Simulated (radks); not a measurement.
The numbers below are computed, except where a source is named.
Q: Neutral manganese, [Ar] 3d5 4s2. Level of theory: non-relativistic Kohn-Sham, exchange-only PBE, spin-polarised, spherical densities, point nucleus (a radial shooting solver on a logarithmic mesh with Libxc functionals). Every spin shell is full or empty, so the densities are truly spherical. Functionals are evaluated on that one density, not self-consistently. Rank these exchange functionals by their error against the exact value of the orbitals, and give that value: LDA, PBEsol, PW91, OPTX, SOGGA, EV93, TPSS, revTPSS, r2SCAN, Tao-Mo, MVS.

A: Exact: -50.8406 hartree. From best to worst, with 100 (|E| - |E exact|)/|E exact| (equal figures are ties): MVS +0.03, r2SCAN +0.13, PW91 +0.19, Tao-Mo -0.23, TPSS +0.27, revTPSS -0.47, OPTX +0.64, EV93 +0.71, PBEsol -2.75, SOGGA -2.77, LDA -6.41.
